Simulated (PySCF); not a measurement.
C₂H₁₂N₂Si₂, SMILES C[Si@H](CN)N[SiH3].

Geometry optimised at B3LYP-D3(BJ)/def2-SVP. The structure was generated by enumeration; whether it is a known compound was not checked. One conformer was computed; it need not be the lowest.

All values below come from TDA-LC-ωPBE/def2-SVPD in PySCF 2.14.0.

Vertical excitations. 

Computed UV-visible absorptions:
```csv
state,energy (eV),λ (nm),f,main pairs
S1,6.76,184,0.007,"HOMO→LUMO 39 %, HOMO→LUMO+3 13 %, HOMO−1→LUMO 10 %, HOMO→LUMO+2 10 %"
S2,6.89,180,0.014,"HOMO−1→LUMO 42 %, HOMO→LUMO+3 20 %, HOMO−1→LUMO+1 10 %, HOMO→LUMO+2 7 %"
S3,7.83,158,0.004,"HOMO−1→LUMO+4 21 %, HOMO−1→LUMO+1 13 %, HOMO→LUMO+2 8 %, HOMO→LUMO 8 %"
S4,7.92,156,0.016,"HOMO→LUMO+3 24 %, HOMO→LUMO+1 18 %, HOMO→LUMO+5 12 %, HOMO→LUMO+4 9 %"
S5,8.07,154,0.006,"HOMO−1→LUMO+5 24 %, HOMO→LUMO 15 %, HOMO→LUMO+3 11 %, HOMO−1→LUMO+4 11 %"
S6,8.18,152,0.009,"HOMO→LUMO+2 17 %, HOMO−1→LUMO 16 %, HOMO→LUMO 11 %, HOMO−1→LUMO+1 8 %"
T1,6.37,195,0,"HOMO→LUMO 30 %, HOMO−1→LUMO 15 %, HOMO−1→LUMO+1 12 %, HOMO→LUMO+2 8 %"
T2,6.47,192,0,"HOMO−1→LUMO 29 %, HOMO→LUMO+3 22 %, HOMO→LUMO+2 10 %, HOMO−1→LUMO+1 10 %"
```
Triplets are in the Tamm–Dancoff approximation.
